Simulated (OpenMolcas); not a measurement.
Co2+: ligand-field states by method

Co2+ with its 8 nearest fluoride ions at 2.315 Å, on the Sr site of SrF2 (a = 5.796 Å, distance in the model lattice 2.510 Å). The rest of the host is ab initio model potentials to 7.6 Å and point charges beyond; the distance is set by hand and nothing relaxes. Ligand basis ANO-RCC-VDZP.
```
Co    0.0000    0.0000    0.0000
F     1.3366    1.3366    1.3366
F     1.3366    1.3366   -1.3366
F     1.3366   -1.3366    1.3366
F     1.3366   -1.3366   -1.3366
F    -1.3366    1.3366    1.3366
F    -1.3366    1.3366   -1.3366
F    -1.3366   -1.3366    1.3366
F    -1.3366   -1.3366   -1.3366
```

```json
{
  "Program": "OpenMolcas",
  "Basis": "ANO-RCC-VTZP [6s5p3d2f1g]",
  "Scalar Hamiltonian": "DKH2, point nucleus",
  "Active space": "7 electrons in 5 orbitals (3d)",
  "State averaging": "2S+1 = 4 even, 10 roots; 2S+1 = 2 even, 40 roots",
  "Spin-orbit coupling": "state interaction with AMFI integrals over the reference wave functions"
}
```

I. CASSCF
II. SS-CASPT2, IPEA 0.25 Eh, imaginary shift 0.1 Eh (closed shells correlated: 3s 3p and the ligand valence shells)

Spin-free states (labels of O, the rotations of Oh) in cm-1, each column counted from its own energy of the first state listed:

```tsv
State	Degeneracy	I	II
4A2	1	0	0
4T2	3	2604	2260
4T1	3	4645	5520
2E	2	20367	17070
2T1	3	20743	17460
2A1	1	21189	17980
4T1	3	21603	17990
2T2	3	21795	18800
2T1	3	26385	22120
2T2	3	26814	23020
2E	2	28095	24560
2T1	3	28405	24250
2T1	3	28786	26190
2T2	3	30210	26230
2E	2	31392	29450
2A2	1	45508	37820
2T2	3	45789	38320
2T1	3	46279	39000
2E	2	70212	58970
2T2	3	70460	59840
```

From I to II, I's first state of the same spin (4T2) moves from 2604 to 2260 cm-1, by about -350 cm-1.

From I to II, I's first state of another spin (2E) moves from 20367 to 17070 cm-1, by about -3300 cm-1.

χT at 300 K: I 3.06, II 3.19 cm3 K/mol.

Roots that are degenerate in the reference are averaged as groups; the widest CASPT2 spread within a group is 420 cm-1 (the 3-fold group of multiplicity 4 near 2260 cm-1 above the lowest state of its run, II). Shifts and gaps below about the spread of the groups concerned are not significant. Over all roots computed the reference weight is 0.68 to 0.69 in II; a low but even weight reflects the number of correlated electrons. Ligand-to-metal charge-transfer states are missing. Without dynamic correlation the repulsion within the d shell is too large (B by tens of per cent), so at a given field states of lower spin stand too high (holds for I). With no ligand orbital active B as a rule stays too high, so bands that hang on it stand too high and its fall with covalency is understated (holds for I). With metal d orbitals alone and no dynamic correlation 10Dq can be off by a tenth to a fifth, either way, in oxide and fluoride hosts (holds for I). A single d shell leaves out the double-shell effect, which counts most for late 3d ions, where the CASPT2 field can be off either way by tens of per cent (holds for II). These CASPT2 states fit no ligand-field parameters well, so their order and spin gaps are uncertain (holds for II). For late 3d ions with one d shell CASPT2 can put B and the spin-flip bands somewhat low as well as high (holds for II). With one d shell and no ligand orbital active, 10Dq can be off by tens of per cent for divalent 3d ions, low with halides held by bare charges and at times high in hosts, and the orbital part of g and χT goes as 1/10Dq (holds for II). Free-ion shares, where given, are those of the reference states; single-state CASPT2 does not remix them (holds for II). No measured value stands beside these numbers; the geometry was set by hand and not optimised.
